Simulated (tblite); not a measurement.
Parent: `[CH3:1][Si@@H:2]([F:3])[Cl:4]`, CH4ClFSi.

Computed geometry: GFN2-xTB, gas phase. One conformer each, not checked by frequencies here.

```
coordinate of the parent    value
                  C1–Si2  1.889 Å
                  Si2–F3  1.613 Å
                 Si2–Cl4  2.006 Å
               C1–Si2–F3   107.3°
              C1–Si2–Cl4   111.6°
              F3–Si2–Cl4   106.4°
```

Problem. How does the shared frame change in `[CH3:1][Si@:2]([F:3])([Cl:4])[CH2:5][Cl:6]` with C1–Si2–C5–Cl6 56°, C2H5Cl2FSi? Atoms pair as C1 = C1, Si2 = Si2, F3 = F3, Cl4 = Cl4 (parent first).

Solution. 
| parent | relative | value in the relative | change |
| --- | --- | --- | --- |
| C1–Si2 | C1–Si2 | 1.888 Å | -0.001 |
| Si2–F3 | Si2–F3 | 1.623 Å | +0.010 |
| Si2–Cl4 | Si2–Cl4 | 1.999 Å | -0.007 |
| C1–Si2–F3 | C1–Si2–F3 | 108.1° | +0.8 |
| C1–Si2–Cl4 | C1–Si2–Cl4 | 114.0° | +2.4 |
| F3–Si2–Cl4 | F3–Si2–Cl4 | 106.6° | +0.2 |

Of the parent's bonds, Si2–F3 changes most (+0.010 Å). Bonds of the relative outside the shared frame: Si2–C5 1.912, C5–Cl6 1.790 Å. Point group C1 → C1.

Problem. How does the shared frame change in `[CH3:1][Si@@:2]([F:3])([Cl:4])[CH2:5][C:6]([F:7])([F:8])[F:9]` with C1–Si2–C5–C6 -40°, C3H5ClF4Si? Atoms pair as C1 = C1, Si2 = Si2, F3 = F3, Cl4 = Cl4 (parent first).

Solution. 
| parent | relative | value in the relative | change |
| --- | --- | --- | --- |
| C1–Si2 | C1–Si2 | 1.887 Å | -0.002 |
| Si2–F3 | Si2–F3 | 1.620 Å | +0.007 |
| Si2–Cl4 | Si2–Cl4 | 1.999 Å | -0.007 |
| C1–Si2–F3 | C1–Si2–F3 | 107.9° | +0.6 |
| C1–Si2–Cl4 | C1–Si2–Cl4 | 114.3° | +2.7 |
| F3–Si2–Cl4 | F3–Si2–Cl4 | 107.1° | +0.7 |

Of the parent's bonds, Si2–F3 and Si2–Cl4 change most and about equally (-0.007 to +0.007 Å). Bonds of the relative outside the shared frame: Si2–C5 1.916, C5–C6 1.500, C6–F7 1.345, C6–F8 1.345, C6–F9 1.343 Å. Point group C1 → C1.
